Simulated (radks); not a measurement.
Q: Radial electron density D(r) = 4 pi r^2 rho(r) of an atom or ion with 35 electrons. All-electron calculation, Dirac Kohn-Sham, PBE, spin-unpolarised, spherical densities, point nucleus. Program: a radial shooting solver on a logarithmic mesh with Libxc functionals.

| r (bohr) | D(r) (e/bohr) |
|---|---|
| 0.002295 | 2.408 |
| 0.002608 | 3.011 |
| 0.002988 | 3.804 |
| 0.003396 | 4.722 |
| 0.003891 | 5.915 |
| 0.004423 | 7.276 |
| 0.005067 | 9.014 |
| 0.005759 | 10.96 |
| 0.006598 | 13.38 |
| 0.007499 | 16.02 |
| 0.008523 | 19.01 |
| 0.009764 | 22.54 |
| 0.0111 | 26.14 |
| 0.01271 | 30.17 |
| 0.01445 | 34.00 |
| 0.01656 | 37.91 |
| 0.01882 | 41.19 |
| 0.02156 | 43.99 |
| 0.0245 | 45.72 |
| 0.02807 | 46.42 |
| 0.0319 | 45.96 |
| 0.03655 | 44.42 |
| 0.04154 | 42.35 |
| 0.04722 | 40.23 |
| 0.0541 | 38.69 |
| 0.06148 | 38.57 |
| 0.07044 | 40.31 |
| 0.08006 | 43.67 |
| 0.09172 | 48.34 |
| 0.1042 | 52.55 |
| 0.1194 | 55.27 |
| 0.1357 | 54.97 |
| 0.1555 | 51.22 |
| 0.1768 | 45.27 |
| 0.2009 | 38.71 |
| 0.2302 | 33.41 |
| 0.2616 | 31.56 |
| 0.2997 | 33.07 |
| 0.3406 | 36.29 |
| 0.3902 | 38.99 |
| 0.4435 | 38.77 |
| 0.5081 | 34.78 |
| 0.5775 | 28.32 |
| 0.6617 | 20.56 |
| 0.752 | 14.25 |
| 0.8616 | 9.736 |
| 0.9792 | 7.565 |
| 1.113 | 6.730 |
| 1.275 | 6.338 |
| 1.449 | 5.772 |
| 1.66 | 4.728 |
| 1.887 | 3.479 |
| 2.162 | 2.186 |
| 2.457 | 1.230 |
| 2.815 | 0.5733 |
| 3.199 | 0.2392 |
| 3.666 | 0.07837 |
| 4.166 | 0.02238 |
| 4.773 | 0.004621 |
| 5.425 | 0.0008077 |

What is the nuclear charge?

A: Z = 37. The innermost maximum, from 1s, lies near gamma/Z bohr with gamma = sqrt(1 - (Z/c)^2) = 0.963, here 0.026 bohr (found: 0.0283), and its height grows with Z. The density is that of the rubidium ion Rb2+ in [Ar] 3d10 4s2 4p5; the configuration itself is not fixed sharply by these data, and Z only to a few units. D(r) has 3 maxima, at r = 0.0283, 0.126, 0.413 bohr, and minima at 0.0581, 0.264 bohr, inside which lie 2.07, 11.06 electrons.
